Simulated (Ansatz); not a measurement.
Ansatz results at the PBE0-D4/def2-TZVP geometry: HOMO energy (PBE0/def2-TZVPP) -6.50 eV; size of the dipole moment (PBE/def2-TZVPP) 2.06 D; HOMO–LUMO gap (PBE0/def2-TZVPP) 6.50 eV.

Each molecule was computed in one conformer, which needn't be the lowest.

(1) Which molecule gave them?
A. `CC[N](CC)[Hf]([OH])([Cl])[N](C)C`
B. `CC[N](C)[Hf]([Cl])([Cl])[N](C)CC`
C. `C[N](C)[Hf]([CH3])([OH])[F]`
D. `C[N](C)[Hf]([F])([Cl])[I]`

Answers

(1) C. The others give `CC[N](C)[Hf]([Cl])([Cl])[N](C)CC`: -6.70, 3.71, 6.05; `C[N](C)[Hf]([F])([Cl])[I]`: -7.20, 3.28, 5.87; `CC[N](CC)[Hf]([OH])([Cl])[N](C)C`: -6.39, 3.20, 6.45.
